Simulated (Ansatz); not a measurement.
`[F][Ga]([SiH3])[Cl]` + HCl → `[F][Ga]([Cl])[Cl]` + SiH₄  (cleavage of the Ga–Si bond)

Isolated molecules relaxed with PBE0-D4/def2-TZVP in Ansatz; ΔE leaves out vibrations. CCSD(T)/CBS is the MP2 limit (def2-TZVPP, def2-QZVPP) plus CCSD(T) − MP2 in def2-TZVPP, frozen cores. This one scheme is used for every species. Functionals use def2-TZVPP. For Ga outer-core shells are correlated without core-valence functions, which leaves a few kJ/mol of doubt a bond. Scalar relativity is left out up to krypton.

`[F][Ga]([SiH3])[Cl]`:

Cartesian coordinates in Å:
```
F 1.993 1.268 1.200
Ga 0.982 0.774 -0.143
Si -0.875 -0.699 0.178
Cl 1.634 1.640 -1.985
H -1.552 -0.930 -1.122
H -0.369 -1.981 0.729
H -1.813 -0.072 1.142
```

HCl:

Cartesian coordinates in Å:
```
Cl 0.494 0.368 -0.172
H -0.494 -0.368 0.172
```

`[F][Ga]([Cl])[Cl]`:

```xyz
4

F    -0.249    1.674   -0.608
Ga   -0.009    0.061   -0.022
Cl   -0.418   -0.335    2.003
Cl    0.676   -1.400   -1.373
```

SiH₄:

```xyz
5

Si    0.000    0.000    0.000
H    -0.858   -1.077    0.556
H     0.939   -0.579   -0.994
H     0.771    0.635    1.098
H    -0.852    1.021   -0.660
```

```tsv
level	ΔE (kJ/mol)	difference from CCSD(T)/CBS
PBE0-D4	-63.6	5.4
r2SCANh-D4	-71.7	-2.7
r2SCAN0-D4	-73.8	-4.8
B2PLYP	-74.9	-5.9
r2SCAN0	-74.3	-5.3
BHLYP	-79.7	-10.7
CAM-B3LYP	-72.8	-3.8
RPA@PBE/def2-TZVPP	-72.6	-3.6
CCSD/def2-TZVPP	-76.3	-7.3
CCSD(T)/def2-TZVPP	-74.7	-5.7
CCSD(T)/CBS	-69.0	0
```

Largest T1 diagnostic among the species: 0.013.

Leaving LDA and LC-ωPBE aside and taking each functional with its dispersion term where it has one, the values, not all of them listed here, spread over 21.8 kJ/mol, from BHLYP-D4 to PBE-D4. LDA lies +3.5 kJ/mol from PBE without D4. From BLYP to BHLYP (50 % exact exchange), in def2-TZVPP and without D4, ΔE moves by −16.6 kJ/mol.
